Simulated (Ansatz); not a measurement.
B₄H₃⁺. The state is a triplet with charge 1. Geometry B3LYP-D4/def2-TZVP, that of the neutral doublet; atoms count from 1.

Cartesian coordinates in Å:
```
B 0.1396 -0.6751 0.7589
B -1.3364 -0.4623 0.4637
B -0.0793 0.3832 -0.4308
B 1.4632 -0.1512 0.2254
H -2.5028 -0.4078 0.3594
H -0.2399 1.1601 -1.3043
H 2.5555 0.1532 -0.0723
```

At PBE0-D4/def2-TZVP a singlet of charge 1 lies 0.21 eV below the triplet at the same geometry. The structure comes from a short search, and lower isomers may exist.

(1) Estimate the Mulliken populations from the PBE0/def2-TZVP orbitals of Ansatz.

(2) Where does the spin sit?

(3) And the Mayer bond orders between heavy atoms (over 0.3)?

## Answers

(1) 
| atom | charge (e) | spin (α − β) |
| --- | --- | --- |
| B1 | -0.02 | 0.66 |
| B2 | 0.22 | 0.37 |
| B3 | -0.03 | 0.56 |
| B4 | 0.22 | 0.37 |
| H5 | 0.19 | -0.01 |
| H6 | 0.21 | 0.06 |
| H7 | 0.19 | -0.01 |
Mulliken values depend strongly on the basis.

(2) Summed by element: B 1.95, H 0.05, of 2 unpaired in all. Largest on single atoms: B1 0.66, B3 0.56, B2 0.37.

(3) B1–B2 1.16 (1.52 Å); B1–B3 1.02 (1.61 Å); B1–B4 1.16 (1.52 Å); B2–B3 0.76 (1.76 Å); B3–B4 0.76 (1.76 Å).
